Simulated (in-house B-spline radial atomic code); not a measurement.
A fraction x of an electron is moved 4d → 4f in Sm³⁺, starting from [Xe] 4f5 and keeping the highest spin. All numbers are computed (scalar-relativistic (X2C) r2SCAN0, spin-polarised, spherical fractional occupations; Fermi nucleus of rms radius 5.0819 fm) with an all-electron radial atomic-structure program (B-spline basis), not measured.

Caution: exact exchange at fractional occupations of open shells leaves self-interaction of up to several eV.

```tsv
x	E(x) - E(0) (eV)	4d down level (eV)	4f up level (eV)
0	0.0000	-162.915	-35.254
0.125	15.9182	-162.661	-35.631
0.25	31.7575	-162.402	-36.005
0.375	47.5174	-162.138	-36.377
0.5	?	?	?
0.625	78.7973	-161.592	-37.116
0.75	?	?	?
0.875	109.7545	-161.026	-37.847
1	125.1111	-160.736	-38.210
```

(1) What belongs in the row x = 0.5?

(2) What belongs in the row x = 0.75?

(3) Check Janak's theorem between x = 0.125 and 0.25.

## Answers

(1) An energy change of 63.1974 eV; 4d down at -161.868 eV, 4f up at -36.748 eV.

(2) An energy change of 94.3164 eV; 4d down at -161.312 eV, 4f up at -37.482 eV.

(3) The slope of the energy is 126.71 eV; the orbital levels give 126.71 eV (ε of the receiving orbital less ε of the emptying one, averaged over the two points).
